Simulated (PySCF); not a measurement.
**Polarisability and C₆ of Sc⁺ (scandium, charge +1)**

[Ar] 4s2, closed-shell 1S (an excited configuration). All numbers are calculated (PySCF 2.14, scalar relativity by spin-free X2C-1e, in aug-cc-pwCVTZ-DK with one added diffuse shell each of s, p, d, f, g type (11s10p8d5f4g, 152 functions)). Coupled (time-dependent) response in atomic units; α is the mean over directions.

| method | mean α (bohr³) | C₆ (like pair) | S(−4) |
| --- | --- | --- | --- |
| UHF | 67.07 | 617.7 | 2183 |
| PBE | 59.83 | 519.5 | 1766 |

S(−4) is the Cauchy moment in α(ω) = α(0) + S(−4) ω² + …

α(iu) at UHF:

```
u (hartree)  α(iu) (bohr³)
          0          67.07
     0.0500          62.04
      0.100          50.74
      0.200          29.86
      0.300          18.29
      0.500          8.946
      0.750          5.085
       1.00          3.466
       1.50          2.024
       2.00          1.352
       3.00         0.7317
       5.00         0.3184
```

A single London oscillator, α(iu) = α/(1 + u²/ω²), gives C₆ = (3/4) ω α². Matching the computed C₆ needs ω = 4 × 617.7 / (3 × 67.07²) = 0.183 hartree.

For an ion, C₆ is the dispersion term alone; charge-induced terms of lower order in 1/R come first.
